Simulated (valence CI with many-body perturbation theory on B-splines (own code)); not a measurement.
# Rh³⁸⁺: electric-dipole lines

Calculated by configuration interaction combined with many-body perturbation theory (CI+MBPT): five valence electrons over a frozen Dirac-Fock core [He], radial functions for each j: 9 s, 9 p, 8 d, 6 f, 3 g, 1 h, with the one-electron correlation potential Σ1, the two-electron term Σ2, the three-electron term Σ3, Breit, model QED; selected CI, second order for the rest (own B-spline code, finite nucleus).

The last digits are not significant, and no measured levels were compared; by estimate large intervals hold to a few tenths of a per cent, small ones and those within an open d or f shell to about a per cent. Among the levels kept, up to 1700 cm⁻¹ of a level comes from second order outside the variational space, and about a tenth of that is noise between levels of different J, which matters for small intervals.

Lines 1 to 50 of 288 in falling wavelength, among levels below 28542 × 10³ cm⁻¹, chosen from the strongest by gf and those to the six lowest levels. Wavelengths and rates use the calculated energies. Electric multipoles are in the length gauge, E1 and E2 with the static RPA response of the core. Weak lines are less certain than strong ones. Lines between different terms over intervals too small for the method are left out, as are lines whose strength nearly cancels. The highest levels of a list are the least certain.

Levels are named by their leading jj configuration (3d3/2^4 stands for four electrons in 3d with j = 3/2), which in mixed levels can hold well under half, so a name can repeat and another be missing. Letters in brackets count levels of one name in rising energy.

```tsv
λ vac (Å)	Upper	Lower	A (s⁻¹)	S (a.u.) with core polarisation	S without
312.9	(2s 2p1/2^2 2p3/2 3p1/2) J=5/2	(2s 2p1/2^2 2p3/2 3s) J=3/2 [a]	6.58e+08	5.97e-02	5.97e-02
275.8	(2s 2p1/2^2 2p3/2^2) J=3/2	(2s^2 2p3/2^3) J=3/2	2.69e+07	1.11e-03	1.12e-03
257.7	(2s^2 2p1/2 2p3/2 3p1/2) J=5/2	(2s^2 2p1/2 2p3/2 3s) J=3/2 [b]	1.47e+09	7.45e-02	7.45e-02
253.8	(2s 2p1/2^2 2p3/2 3p1/2) J=3/2 [b]	(2s 2p1/2^2 2p3/2 3s) J=3/2 [b]	1.97e+09	6.35e-02	6.36e-02
247.3	(2s^2 2p1/2 2p3/2 3p1/2) J=3/2 [a]	(2s^2 2p1/2 2p3/2 3s) J=1/2	1.22e+09	3.65e-02	3.65e-02
242.2	(2s^2 2p1/2 2p3/2 3p1/2) J=1/2	(2s^2 2p1/2 2p3/2 3s) J=3/2 [a]	3.16e+09	4.44e-02	4.44e-02
240.9	(2s^2 2p1/2^2 3p1/2) J=1/2	(2s^2 2p1/2^2 3s) J=1/2	4.08e+09	5.62e-02	5.62e-02
239.3	(2s 2p1/2^2 2p3/2 3p1/2) J=3/2 [b]	(2s 2p1/2^2 2p3/2 3s) J=1/2	2.02e+09	5.46e-02	5.46e-02
235.2	(2s^2 2p1/2 2p3/2 3p1/2) J=5/2	(2s^2 2p1/2 2p3/2 3s) J=5/2	2.22e+09	8.56e-02	8.56e-02
228.4	(2s 2p1/2^2 2p3/2 3p1/2) J=3/2 [a]	(2s 2p1/2^2 2p3/2 3s) J=5/2	3.81e+09	8.97e-02	8.97e-02
221.1	(2s^2 2p1/2 2p3/2 3p1/2) J=3/2 [a]	(2s^2 2p1/2 2p3/2 3s) J=3/2 [a]	2.59e+09	5.52e-02	5.52e-02
218.3	(2s 2p1/2^2 2p3/2 3p1/2) J=5/2	(2s 2p1/2^2 2p3/2 3s) J=5/2	3.33e+09	1.03e-01	1.03e-01
213.4	(2s 2p1/2^2 2p3/2 3d3/2) J=7/2	(2s 2p1/2^2 2p3/2 3p3/2) J=7/2	1.54e+09	5.91e-02	5.91e-02
212.2	(2s^2 2p1/2 2p3/2 3d3/2) J=7/2	(2s^2 2p1/2 2p3/2 3p3/2) J=7/2	1.10e+09	4.14e-02	4.14e-02
207.2	(2s^2 2p3/2^2 3p1/2) J=5/2	(2s^2 2p3/2^2 3s) J=3/2	2.83e+09	7.45e-02	7.45e-02
198.8	(2s^2 2p3/2^2 3p1/2) J=3/2	(2s^2 2p3/2^2 3s) J=5/2	5.41e+09	8.40e-02	8.40e-02
197.9	(2s^2 2p1/2 2p3/2 3d5/2) J=3/2 [b]	(2s^2 2p1/2 2p3/2 3p3/2) J=1/2 [b]	2.73e+09	4.18e-02	4.18e-02
188.4	(2s 2p1/2^2 2p3/2 3d5/2) J=9/2	(2s 2p1/2^2 2p3/2 3p3/2) J=7/2	7.92e+09	2.62e-01	2.62e-01
188.1	(2s^2 2p3/2^2 3p1/2) J=5/2	(2s^2 2p3/2^2 3s) J=5/2	4.20e+09	8.28e-02	8.28e-02
186.3	(2s^2 2p1/2 2p3/2 3p1/2) J=3/2 [b]	(2s^2 2p1/2 2p3/2 3s) J=3/2 [b]	2.08e+09	2.66e-02	2.66e-02
181.6	(2s^2 2p1/2 2p3/2 3d5/2) J=5/2 [a]	(2s^2 2p1/2 2p3/2 3p3/2) J=3/2 [a]	2.50e+09	4.43e-02	4.43e-02
179.4	(2s^2 2p1/2 2p3/2 3d5/2) J=5/2 [c]	(2s^2 2p1/2 2p3/2 3p3/2) J=5/2 [b]	1.74e+09	2.98e-02	2.98e-02
177.6	(2s^2 2p1/2 2p3/2 3d5/2) J=9/2	(2s^2 2p1/2 2p3/2 3p3/2) J=7/2	8.69e+09	2.40e-01	2.40e-01
177.2	(2s^2 2p1/2 2p3/2 3d5/2) J=7/2 [a]	(2s^2 2p1/2 2p3/2 3p3/2) J=5/2 [a]	6.82e+09	1.50e-01	1.50e-01
174.2	(2s^2 2p1/2 2p3/2 3p1/2) J=3/2 [b]	(2s^2 2p1/2 2p3/2 3s) J=5/2	6.95e+09	7.26e-02	7.26e-02
171.6	(2s^2 2p1/2 2p3/2 3d5/2) J=7/2 [b]	(2s^2 2p1/2 2p3/2 3p3/2) J=5/2 [b]	8.00e+09	1.60e-01	1.60e-01
171.6	(2s^2 2p1/2^2 3d5/2) J=5/2	(2s^2 2p1/2^2 3p3/2) J=3/2	9.53e+09	1.43e-01	1.43e-01
169.2	(2s^2 2p1/2 2p3/2 3d3/2) J=7/2	(2s^2 2p1/2 2p3/2 3p3/2) J=5/2 [a]	1.71e+09	3.26e-02	3.26e-02
163.8	(2s^2 2p1/2 2p3/2 3d5/2) J=3/2 [a]	(2s^2 2p1/2 2p3/2 3p3/2) J=1/2 [a]	5.41e+09	4.69e-02	4.69e-02
160.4	(2s^2 2p1/2 2p3/2 3d5/2) J=5/2 [a]	(2s^2 2p1/2 2p3/2 3p3/2) J=5/2 [a]	2.02e+09	2.47e-02	2.47e-02
160.2	(2s^2 2p1/2 2p3/2 3d5/2) J=5/2 [b]	(2s^2 2p1/2 2p3/2 3p3/2) J=3/2 [a]	5.00e+09	6.09e-02	6.09e-02
160.2	(2s^2 2p1/2 2p3/2 3d5/2) J=5/2 [c]	(2s^2 2p1/2 2p3/2 3p3/2) J=3/2 [b]	7.58e+09	9.23e-02	9.23e-02
145.3	(2s^2 2p3/2^2 3p1/2) J=1/2	(2s^2 2p3/2^2 3s) J=3/2	6.75e+09	2.05e-02	2.05e-02
145.3	(2s 2p1/2^2 2p3/2 3p3/2) J=3/2 [a]	(2s 2p1/2^2 2p3/2 3s) J=3/2 [a]	1.53e+10	9.25e-02	9.25e-02
142.9	(2s^2 2p1/2 2p3/2 3p3/2) J=3/2 [a]	(2s^2 2p1/2 2p3/2 3s) J=3/2 [b]	4.61e+09	2.66e-02	2.66e-02
140.2	(2s^2 2p1/2 2p3/2 3d5/2) J=5/2 [a]	(2s^2 2p1/2 2p3/2 3p1/2) J=3/2 [b]	4.33e+09	3.53e-02	3.53e-02
137.8	(2s^2 2p3/2^2 3p3/2) J=5/2	(2s^2 2p3/2^2 3s) J=3/2	9.53e+09	7.39e-02	7.39e-02
133.6	(2s^2 2p1/2 2p3/2 3d5/2) J=3/2 [b]	(2s^2 2p1/2 2p3/2 3p3/2) J=3/2 [a]	5.76e+09	2.71e-02	2.71e-02
132.0	(2s^2 2p1/2 2p3/2 3p3/2) J=1/2 [a]	(2s^2 2p1/2 2p3/2 3s) J=1/2	1.54e+10	3.50e-02	3.50e-02
131.9	(2s 2p1/2^2 2p3/2 3p3/2) J=5/2 [b]	(2s 2p1/2^2 2p3/2 3s) J=3/2 [b]	2.60e+10	1.77e-01	1.77e-01
131.7	(2s 2p1/2^2 2p3/2 3p3/2) J=5/2 [a]	(2s 2p1/2^2 2p3/2 3s) J=3/2 [a]	1.66e+10	1.12e-01	1.12e-01
129.4	(2s^2 2p1/2 2p3/2 3p3/2) J=5/2 [a]	(2s^2 2p1/2 2p3/2 3s) J=3/2 [a]	2.34e+10	1.50e-01	1.50e-01
129.3	(2s 2p1/2^2 2p3/2 3d3/2) J=5/2	(2s 2p1/2^2 2p3/2 3p1/2) J=5/2	1.04e+10	6.66e-02	6.66e-02
129.1	(2s^2 2p3/2^2 3p3/2) J=5/2	(2s^2 2p3/2^2 3s) J=5/2	1.04e+10	6.62e-02	6.62e-02
129.0	(2s 2p1/2^2 2p3/2 3p3/2) J=7/2	(2s 2p1/2^2 2p3/2 3s) J=5/2	3.04e+10	2.58e-01	2.58e-01
128.5	(2s^2 2p3/2^2 3p3/2) J=1/2	(2s^2 2p3/2^2 3s) J=3/2	1.27e+10	2.66e-02	2.67e-02
128.5	(2s^2 2p3/2^2 3p3/2) J=7/2	(2s^2 2p3/2^2 3s) J=5/2	2.27e+10	1.90e-01	1.90e-01
128.1	(2s^2 2p3/2^2 3p3/2) J=3/2 [b]	(2s^2 2p1/2 2p3/2 3d5/2) J=1/2	8.76e+09	3.63e-02	3.63e-02
127.6	(2s^2 2p1/2 2p3/2 3p3/2) J=7/2	(2s^2 2p1/2 2p3/2 3s) J=5/2	2.75e+10	2.25e-01	2.25e-01
127.3	(2s 2p1/2^2 2p3/2 3d3/2) J=3/2	(2s 2p1/2^2 2p3/2 3p1/2) J=5/2	4.73e+09	1.93e-02	1.93e-02
```
